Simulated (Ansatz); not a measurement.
Total energies of F$_{2}$GeHO, SMILES `[OH][Ge]([F])[F]` radical.

Cartesian coordinates in Å:
```
O -1.034 0.653 -0.159
Ge 0.503 -0.169 -0.426
F 0.071 -1.807 -0.748
F 1.388 -0.188 1.066
H -0.928 1.511 0.267
```

The species carries charge 0 and has multiplicity 2. Correlated methods include outer-core shells of Ge, which these sets cover unevenly. Scalar relativity is left out up to krypton. The structure was optimised at the PBE0-D4/def2-TZVP level. It is one conformer, not always the lowest. Basis def2-TZVPP, the Gaussian-basis code of Ansatz.

RPA on PBE orbitals: Hartree–Fock energy of these orbitals -2349.81713 Eh, correlation -1.44852 Eh (frozen core).

```json
{"functional": "LDA (SPW92)", "energy without D4 (Eh)": "-2347.75308", "D4 term (kJ/mol)": "–"}
{"functional": "PBE", "energy without D4 (Eh)": "-2352.13396", "D4 term (kJ/mol)": "-7.7"}
{"functional": "revPBE", "energy without D4 (Eh)": "-2352.45749", "D4 term (kJ/mol)": "-23.5"}
{"functional": "BLYP", "energy without D4 (Eh)": "-2352.75101", "D4 term (kJ/mol)": "-17.2"}
{"functional": "r2SCAN", "energy without D4 (Eh)": "-2352.58901", "D4 term (kJ/mol)": "-1.7"}
{"functional": "B97M-V", "energy without D4 (Eh)": "-2352.22411", "D4 term (kJ/mol)": "–"}
{"functional": "PBE0", "energy without D4 (Eh)": "-2352.17826", "D4 term (kJ/mol)": "-6.4"}
{"functional": "B3LYP", "energy without D4 (Eh)": "-2352.75537", "D4 term (kJ/mol)": "-12.6"}
{"functional": "r2SCANh", "energy without D4 (Eh)": "-2352.56333", "D4 term (kJ/mol)": "-1.8"}
{"functional": "r2SCAN0", "energy without D4 (Eh)": "-2352.52662", "D4 term (kJ/mol)": "-2.0"}
{"functional": "HSE06 (plane-wave form)", "energy without D4 (Eh)": "-2352.16821", "D4 term (kJ/mol)": "-5.9"}
{"functional": "BHLYP", "energy without D4 (Eh)": "-2352.58011", "D4 term (kJ/mol)": "-9.7"}
{"functional": "CAM-B3LYP", "energy without D4 (Eh)": "-2352.76722", "D4 term (kJ/mol)": "-6.4"}
{"functional": "LC-ωPBE", "energy without D4 (Eh)": "-2352.28388", "D4 term (kJ/mol)": "–"}
{"functional": "ωB97X-V", "energy without D4 (Eh)": "-2352.42259", "D4 term (kJ/mol)": "–"}
{"functional": "ωB97M-V", "energy without D4 (Eh)": "-2352.52963", "D4 term (kJ/mol)": "–"}
{"functional": "B2PLYP", "energy without D4 (Eh)": "-2352.19577", "D4 term (kJ/mol)": "–"}
{"functional": "PBE-QIDH", "energy without D4 (Eh)": "-2351.81860", "D4 term (kJ/mol)": "–"}
```

B3LYP takes the VWN-RPA correlation (the form of Gaussian; ORCA's B3LYP/G). HSE06 is the plane-wave form, built on full-range PBE exchange. The double hybrids freeze the cores in their second-order part.

LC-ωPBE has ω = 0.4 bohr⁻¹.
